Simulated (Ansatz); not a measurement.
# 1,2-elimination

Start structure (GeNH$_{5}$O, closed shell), relaxed at PBE0-D4/def2-TZVP:

```xyz
8
angstrom
Ge -0.2234 0.5556 0.2577
O 0.0918 1.0131 -1.4424
N 0.4279 -1.0830 0.7356
H -0.0877 -1.8815 0.3960
H 0.5242 1.6327 1.0446
H -1.7417 0.5050 0.5019
H -0.4059 0.4855 -2.0702
H 1.4147 -1.2272 0.5768
```

The step: GeNH₅O ([NH2][GeH2][OH]) → GeNH₃ ([NH][GeH2]) + H₂O; bonds formed: O2–H4; bonds broken: Ge1–O2, N3–H4. Program: Ansatz 0.2.0. Basis: def2-TZVPP and def2-QZVPP. Cores are frozen in the correlated methods. Filled d shells of the heavier atoms are correlated. The def2 sets are not built for correlating such inner shells, so the correlated values are less sure here. Extrapolation: Hartree–Fock as exp(−7.88 √X), correlation as X^−2.97. Energies below are by CCSD(T) at an estimated basis limit (MP2 extrapolated from triple and quadruple zeta, plus CCSD(T) − MP2 in triple zeta).

Question: What are the electronic barrier and the energy of the step, from the start structure to the end structure? (Judge from chemistry; the value comes from the calculation.)

Answer: The calculation gives: Barrier 56.93 kcal/mol; step energy 53.48 kcal/mol (uphill); reverse barrier, their difference, 3.45 kcal/mol. Barrier and step energy count from the start structure, the reverse barrier from the end structure.

The saddle point: One imaginary mode of 510i cm⁻¹.
| pair | start (Å) | saddle (Å) | end (Å) |
| --- | --- | --- | --- |
| O2–H4 | 3.43 | 1.07 | 0.98 |
| Ge1–O2 | 1.79 | 2.06 | 2.31 |
| N3–H4 | 1.01 | 1.62 | 2.35 |

Zero-point energy (harmonic, PBE0-D4): ZPE is 34.77 kcal/mol at the start and 32.30 kcal/mol at the saddle, so the barrier goes from 56.93 to 54.45 kcal/mol.

First-order rate constant out of the start structure at 898 K by transition-state theory, with harmonic vibrational free energies alone and no tunnelling: ΔA‡ = 57.84 kcal/mol, so k = (kB T/h) exp(−ΔA‡/kB T) ≈ 10^-1 s⁻¹ (an order of magnitude at best: rotation, the number of equivalent paths and anharmonicity are left out).

No T1 diagnostic of these runs exceeds 0.018.

Labels in which every atom is bracketed show which atoms are joined, not bond orders.

For scale, one of the runs: CCSD(T)/def2-TZVPP, 180 basis functions, launched by `ansatz run in.yaml --threads 4 --pin off --events-out ev --progress --plain --max-ram 9574MiB`. Hardware: 4 CPU threads of an Intel Xeon, shared host. Wall time 100 s; peak host memory 1.8 GiB.
